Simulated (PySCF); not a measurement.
C4H13NSi, SMILES CC(C)C[SiH2]N, singlet (GFN2-xTB optimised geometry):

```
19

C     -0.436    -1.745     1.211
C      0.086    -0.971     0.000
C      1.611    -0.971     0.000
C     -0.468     0.453     0.000
Si     0.006     1.495    -1.515
N     -1.010     2.887    -1.443
H     -1.523    -1.775     1.211
H     -0.107    -1.268     2.133
H     -0.065    -2.768     1.205
H     -0.260    -1.480    -0.907
H      1.987    -0.415     0.856
H      1.995    -0.508    -0.905
H      1.993    -1.988     0.056
H     -0.132     0.959     0.907
H     -1.557     0.399     0.069
H      1.365     2.038    -1.455
H     -0.135     0.674    -2.733
H     -0.873     3.618    -2.121
H     -1.995     2.768    -1.269
```

Level of theory: PBE0/def2-SVP run with PySCF.

### Question
What are the frontier orbital energies and the dipole moment?

### Answer
HOMO-2 -9.00 eV, HOMO-1 -8.18 eV, HOMO -6.99 eV, LUMO 1.23 eV, LUMO+1 1.73 eV; dipole moment 1.05 D.

Meta-Löwdin charges at PBE0/def2-SVP: C1 -0.30, C2 -0.03, C3 -0.30, C4 -0.42, Si5 0.73, N6 -0.69, H7 0.09, H8 0.09, H9 0.09, H10 0.08, H11 0.09, H12 0.10, H13 0.10, H14 0.10, H15 0.10, H16 -0.12, H17 -0.15, H18 0.21, H19 0.21.
